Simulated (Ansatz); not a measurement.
Species: ICl, charge -1, multiplicity 2. 
Structure (B3LYP-D3(BJ)/def2-TZVP (Ansatz, a quantum-chemistry and plane-wave program) minimum search):
```
Cl
I 1 2.9782
```
Charge -1, spin multiplicity 2.

Basis-set convergence of Hartree-Fock and CCSD(T) correlation energies (hartree) with Ansatz. Valence correlation only, unless marked. UHF or UKS for open shells. Spin-orbit coupling is left out. Frozen are the shells of the preceding noble gas and the d and f shells that filled before the atom's block. In def2 rows, elements after Kr have scalar-relativistic effective core potentials. This anion needs diffuse functions, which these sets lack. The program attaches cautions to a run behind CCSD(T)/def2-SVP: other roots.

```
basis       functions       E(HF)  E(corr, CCSD(T))
----------  ---------  ----------  ----------------
def2-SVP           44  -756.06720          -0.24829
def2-TZVPP         92  -756.24300          -0.37456
def2-QZVPP        152         ___               ___
```

**Question.** Some entries are withheld; supply them.

**Answer.** 
- def2-QZVPP, E(HF): -756.25939
- def2-QZVPP, E(corr, CCSD(T)): -0.42040
